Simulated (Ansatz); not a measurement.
## Which is lower?

Two relaxed structures of CH4BZn (charge -1), closed shell (PBE0-D4/def2-TZVPD; forces vanish, vibrations not checked).

A:

B1  (0.125, 0.367, -1.070)
C2  (-0.131, 0.685, 0.341)
Zn3  (-0.111, -0.885, 1.362)
H4  (0.316, -0.788, -1.446)
H5  (0.169, 1.203, -1.967)
H6  (-0.302, 1.703, 0.691)
H7  (-0.065, -2.286, 2.089)
(Å)

B:

```xyz
7
angstrom
B -0.1164 0.6477 0.2717
C 0.1311 0.4177 -1.1456
Zn -0.1167 -1.0116 1.4865
H 0.3129 -0.5606 -1.5969
H 0.1558 1.2225 -1.8903
H -0.3118 1.7717 0.7037
H -0.0965 -2.3860 2.3645
```

Computed with Ansatz 0.2.0 (basis: def2-TZVPPD); correlated methods freeze the cores. The 3s and 3p shells of Cu and Zn are frozen; filled d shells are correlated. B3LYP uses VWN-RPA correlation.

**Question.** Which structure is lower at CCSD(T), and by how much? (Judge from chemistry; the value comes from the calculation.)

**Answer.** Computed: A, by 19.8 kJ/mol (electronic energy, against the other). By their contacts, A is CH₄BZn ([BH2][CH][ZnH]), total charge -1 and B is CH₄BZn ([CH2][BH][ZnH]), total charge -1.

All methods give the same order:

```
   method  E(B) − E(A) (kJ/mol)
   PBE-D4                  10.4
r2SCAN-D4                  18.7
  PBE0-D4                  13.1
 B3LYP-D4                  13.0
  wB97M-V                  17.0
       HF                  20.0
      MP2                  27.5
     CCSD                  19.4
  CCSD(T)                  19.8
```

The T1 diagnostic stays at or below 0.017.

Labels in which every atom is bracketed show which atoms are joined, not bond orders.

For scale, one of the runs: CCSD(T)/def2-TZVPPD, 209 basis functions, launched by `ansatz run in.yaml --threads 2 --pin off --events-out ev --progress --plain --max-ram 4352MiB`. The run took 86 s on 2 CPU threads of an Intel Xeon Platinum 8259CL (shared host), with 2.8 GiB of host memory at its peak.
